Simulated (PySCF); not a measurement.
This PySCF input asks for the NMR shieldings of SMILES FC(F)(F)CO[C@@H]1C[C@H]1Cl, C$_{5}$H$_{6}$ClF$_{3}$O; the geometry comes from GFN2-xTB.

```python
import basis_set_exchange as bse
import numpy as np
from pyscf import gto, dft
from pyscf.prop import nmr

atoms = """
F     1.131241   -1.809568    0.984012
C     1.771197   -0.979209    0.156061
F     3.075912   -1.285513    0.221575
F     1.372476   -1.280842   -1.085941
C     1.546394    0.498301    0.511494
O     0.225766    0.800273    0.846729
C    -0.688281    0.771769   -0.214225
C    -2.137274    0.761156    0.160687
C    -1.515497   -0.462656   -0.440551
Cl   -1.925627   -0.904388   -2.085526
H     1.906165    1.096350   -0.338973
H     2.145365    0.718450    1.399148
H    -0.375437    1.342556   -1.085002
H    -2.370464    0.727489    1.213025
H    -2.818691    1.343776   -0.438048
H    -1.350843   -1.329002    0.184125
"""
names = dict.fromkeys(["F", "C", "O", "Cl", "H"], "pcSseg-1")
basis = {el: gto.basis.parse(bse.get_basis(n, elements=[el], fmt="nwchem")) for el, n in names.items()}
mol = gto.M(atom=atoms, basis=basis, charge=0, verbose=0)
mf = dft.RKS(mol, xc="PBE0")
mf.grids.level = 2
mf.grids.alignment = dft.numint.BLKSIZE   # the property module wants whole blocks of grid points
mf.conv_tol = 1e-9
mf.kernel()

calc = nmr.RKS(mf)   # GIAO
C = mf.mo_coeff
Co = C[:, mf.mo_occ > 0]
resp = mf.gen_response(singlet=True, hermi=2)
def vind(x):   # induced exchange potential for any number of trial vectors
    d = np.einsum("pi,xij,qj->xpq", C, 2 * x.reshape(-1, C.shape[1], Co.shape[1]), Co, optimize=True)
    return np.einsum("xpq,pi,qj->xij", resp(d - d.transpose(0, 2, 1)), C, Co, optimize=True).ravel()
mo1, _ = nmr.rhf.solve_mo1(calc, with_cphf=vind)
sigma = calc.kernel(mo1)
for i, s in enumerate(sigma):   # ppm
    w = np.linalg.eigvalsh((s + s.T) / 2)
    print("%2d %-2s iso %8.1f  s11 %8.1f  s22 %8.1f  s33 %8.1f" % (i, mol.atom_pure_symbol(i), w.mean(), *w))
```

Task: What does it print?

Result: 
```
 0 F  iso    263.3  s11    172.7  s22    276.4  s33    340.8
 1 C  iso     53.7  s11     51.5  s22     53.1  s33     56.6
 2 F  iso    259.9  s11    175.3  s22    259.3  s33    345.2
 3 F  iso    247.3  s11    165.9  s22    252.7  s33    323.5
 4 C  iso    112.8  s11     90.8  s22    100.1  s33    147.6
 5 O  iso    284.3  s11    252.5  s22    285.5  s33    314.8
 6 C  iso    120.3  s11     77.0  s22     91.2  s33    192.9
 7 C  iso    167.7  s11    139.8  s22    158.8  s33    204.4
 8 C  iso    148.4  s11    110.8  s22    128.6  s33    205.7
 9 Cl iso    823.5  s11    657.0  s22    717.5  s33   1096.1
10 H  iso     27.7  s11     23.8  s22     27.6  s33     31.9
11 H  iso     27.5  s11     22.5  s22     27.2  s33     32.9
12 H  iso     28.6  s11     23.9  s22     28.8  s33     33.2
13 H  iso     30.4  s11     25.0  s22     27.4  s33     38.8
14 H  iso     30.7  s11     25.2  s22     27.9  s33     39.1
15 H  iso     28.5  s11     23.8  s22     26.3  s33     35.3
```

These numbers come from an equivalent density-fitted implementation of the same equations, which agrees with the script to about 0.01 ppm for H and up to a few tenths of a ppm for heavy atoms, so last digits may differ.

Task: Turn these shieldings into chemical shifts. Shifts are taken against calculated references (same method and geometry level): ¹⁹F (σ = 170.95 ppm) against CFCl3; ¹³C (σ = 186.93 ppm), ¹H (σ = 31.72 ppm) against TMS; H2O for ¹⁷O (σ = 336.08 ppm); ³⁵Cl (σ = 949.78 ppm) vs HCl.

Result: Averaging equivalent atoms: F 0/2/3: -85.9; C 1: 133.2; C 4: 74.1; C 6: 66.6; C 8: 38.5; C 7: 19.2; O 5: 51.8; Cl 9: 126; H 11: 4.19; H 10: 3.98; H 15: 3.26; H 12: 3.10; H 13: 1.31; H 14: 0.97 ppm. Unscaled 19F shifts against computed CFCl3 carry errors that often reach 10 to 50 ppm. Experimental scales use liquid or dissolved standards, which lie at an offset from isolated H2O (liquid H2O: subtract about 36 ppm).

Size and cost of the density-fitted run: 207 basis functions, 42 s wall time on 1 thread of an Arm Neoverse V1, shared host.
